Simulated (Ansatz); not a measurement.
This geometry of CH$_{3}$FSi$_{2}$ (7 atoms, charge 0, multiplicity 1) is a first-order saddle point.

Level of theory: RKS B3LYP-D4/def2-SVP (Ansatz).

```xyz
7
Properties=species:S:1:pos:R:3
C -0.866 1.730 -0.086
Si -0.168 0.224 0.328
Si 1.011 -1.872 -0.591
F 0.129 -3.050 0.164
H -0.242 2.594 -0.358
H -1.932 1.961 0.041
H 2.068 -1.587 0.501
```

Question: Which two structures does it join? (They come from a converged band through this point; their orientation in space is the band's.)

Answer: No bond is made or broken. The dihedral H5–C1–Si2–Si3 goes from 4 to -174°. The two ends are copies of one structure, up to a mirror image or an exchange of like atoms.

Image 0:

```xyz
7
Properties=species:S:1:pos:R:3
C -1.050 1.511 -0.173
Si -0.472 0.151 0.718
Si 1.117 -1.304 -0.082
F 0.637 -2.833 -0.395
H -0.753 1.745 -1.200
H -1.760 2.215 0.275
H 2.280 -1.485 0.857
```

Image 6:

```xyz
7
Properties=species:S:1:pos:R:3
C -1.013 1.536 -0.151
Si -0.517 0.116 0.695
Si 1.080 -1.330 -0.105
F 0.606 -2.864 -0.406
H -1.704 2.253 0.308
H -0.700 1.788 -1.170
H 2.248 -1.498 0.829
```

Question: How far does it lie above each of them?

Answer: 0.78 eV above the first and 0.78 eV above the second. This is the barrier of this one path; another mechanism may lie lower.

The run took 3.9 min on 1 thread of Intel(R) Xeon(R) Platinum 8375C CPU @ 2.90GHz (Ice Lake), with other jobs on the host, peak memory 0.17 GiB.
